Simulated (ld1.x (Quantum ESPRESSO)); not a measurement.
## Configuration tests for V (Z = 23) (TM)

* Element: vanadium
* Generator: ld1.x (Quantum ESPRESSO) 7.5
* Type: norm-conserving Troullier–Martins (Kleinman–Bylander form)
* Functional: PBEsol
* Relativity: fully relativistic
* Frozen core: [Ne]
* Valence charge: 13
* Reference configuration: 3s2 3p6 3d3 4s1 4p0 (charge +1)
* Partial waves: 3s (bound): rc 1.25 bohr; 3p (bound): rc 1.00 bohr; 3d (bound): rc 2.30 bohr
* Local potential: all-electron potential smoothed inside 0.95 bohr (lloc = -1)
* Core correction: none

Open shells are filled in proportion to 2j + 1 (rel_dist='average').

Occupied shells without a wave of their own: 4s. They enter only through the test configuration that unscreens the potential.

Energies are relative to the spin-unpolarised reference configuration 3s2 3p6 3d3 4s1 4p0; without spin polarisation the order of configurations can differ from experiment.

```csv
valence configuration,charge,ΔE all-electron (eV),error AE − PS (meV)
3s2 3p6 3d3 4s2 4p0,0,-7.750,+226
3s2 3p6 3d2 4s0 4p0,+3,43.052,-498
3s2 3p6 3d3 4s0 4p1,+1,4.114,-293
3s2 3p6 3d3.5 4s1.5 4p0,0,-7.698,+104
3s2 3p6 3d4 4s1 4p0,0,-7.169,+30
```

Q: What are ΔE and the potential's error for 3s2 3p6 3d3 4s0 4p2?

A: ΔE = -0.872 eV all-electron; the error (AE − PS) is -224 meV.

Q: What are ΔE and the potential's error for 3s2 3p6 3d3 4s0 4p0?

A: ΔE = 14.203 eV all-electron; the error (AE − PS) is -392 meV.

The 4s level has no wave, so the channel is fitted at the deeper level alone: the likely source of the large errors.

A Bessel basis up to 400 Ry misses an occupied level by 0.16 Ry, so cutoffs and ghosts were not judged. The potential misses its own reference levels by up to 0.3 eV.
